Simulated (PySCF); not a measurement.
# How the method changes the constants of TcSe

State: ⁶Σ⁺ (sextet), unpaired electrons σ ↑, π ↑↑, δ ↑↑. Set-up: PySCF, spin-free X2C with a Gaussian nucleus, basis sets Tc x2c-TZVPPall, Se x2c-TZVPPall. De refers to Tc (4d5 5s2) + Se in their high-spin ground configurations, without counterpoise correction. The functionals are run spin-unrestricted. A positive dipole means Tc(−)Se(+).

```tsv
Level	Re (Å)	ωe (cm⁻¹)	De (eV)	μ (D)
ROHF	2.322	314	n/a	-8.25
ROHF-MP2	2.184	392	n/a	n/a
ROHF-SCS-MP2	2.205	375	n/a	n/a
PBE	2.259	343	n/a	-3.75
PBEsol	2.238	355	n/a	-3.66
revPBE	2.268	338	n/a	-3.81
BP86	2.261	342	n/a	-3.70
r²SCAN	2.248	353	n/a	-4.22
PBE0	2.246	354	n/a	-4.64
M06-2X	2.256	347	n/a	-5.02
ωB97M-V	2.238	363	n/a	-5.09
```

What does a quarter of exact exchange do here, going from PBE to PBE0?

PBE0 less PBE: -1.3 pm in Re, +3.2 % in ωe. Exact exchange removes part of the self-interaction that spreads semilocal densities, and in most molecules shortens and stiffens the bond and lowers De; so it does here.

What does the step from GGA to meta-GGA do here, going from PBE to r²SCAN?

r²SCAN less PBE: -1.1 pm in Re, +2.9 % in ωe. 

What does second-order correlation do here, going from ROHF to ROHF-MP2?

ROHF-MP2 less ROHF: -13.8 pm in Re, +24.8 % in ωe. Correlation nearly always deepens the well. The bond shortens, as in weak, metallic or heavy-atom bonds, where dispersion and the correlation of outer-core electrons pull the atoms together.

Correlated steps freeze 23 core orbitals. De is left out where the level can put another filling of the metal’s s and d shells below the measured ground configuration, by anything from nothing to about 1 eV. Spin–orbit coupling is left out, which matters for elements this heavy, above all for dissociation energies. UHF is strongly spin-contaminated for TcSe, so the ROHF reference used there is far from stable. The state is the lowest single determinant that the PBE0 search found; with open d or f shells the true ground state can be another one.

The whole job (state search and all levels along the bond) took about 21 min on 2 threads of Arm Neoverse V1 (shared host), peak memory 7.6 GiB.
